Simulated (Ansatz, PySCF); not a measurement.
Si(F)2(NH2)2 (F2H4N2Si), SMILES N[Si](F)(N)F. Atoms are numbered in the order given.

```xyz
9

N     -1.3235     0.2760    -0.5616
Si     0.0104    -0.4818     0.1545
N      1.3055     0.5996     0.2952
F     -0.5595    -1.1150     1.5306
F      0.6209    -1.7637    -0.6224
H     -1.2338     0.8015    -1.4216
H     -2.2643    -0.0649    -0.4084
H      1.1854     1.5174     0.7037
H      2.2605     0.2687     0.3520
```
Charge 0, spin multiplicity 1.

Geometry: PBE0-D3(BJ)/def2-SVP. One conformer was computed; it need not be the lowest.

Two levels are set side by side: PBE-D3(BJ)/def2-SVP (Ansatz, an electronic-structure program) and PBE0-D3(BJ)/def2-SVP (Ansatz). Each level has its own optimised geometry; the coordinates shown are those of the second. Frequencies come from the Hessian of PySCF at each geometry. Differences are taken from unrounded values.

| quantity | PBE0-D3(BJ) | PBE-D3(BJ) | PBE-D3(BJ) minus PBE0-D3(BJ) |
|---|---|---|---|
| mean bond length (Å) | 1.334 | 1.346 | 0.012 |
| bond N1–Si2 (Å) | 1.693 | 1.708 | 0.015 |
| bond Si2–N3 (Å) | 1.693 | 1.708 | 0.015 |
| bond Si2–F4 (Å) | 1.619 | 1.635 | 0.016 |
| bond Si2–F5 (Å) | 1.619 | 1.635 | 0.016 |
| bond N1–H6 (Å) | 1.012 | 1.021 | 0.009 |
| bond N1–H7 (Å) | 1.012 | 1.021 | 0.009 |
| bond N3–H8 (Å) | 1.012 | 1.021 | 0.009 |
| bond N3–H9 (Å) | 1.012 | 1.021 | 0.009 |
| highest harmonic wavenumber (cm⁻¹) | 3742 | 3618 | -124 |
| mean harmonic wavenumber (cm⁻¹) | 1237 | 1197 | -40 |
| zero-point energy (kcal/mol) | 37.13 | 35.93 | -1.19 |

GGA bonds tend to be longer and softer than those of functionals with exact exchange. Differences between two approximate levels are no errors against the true value.
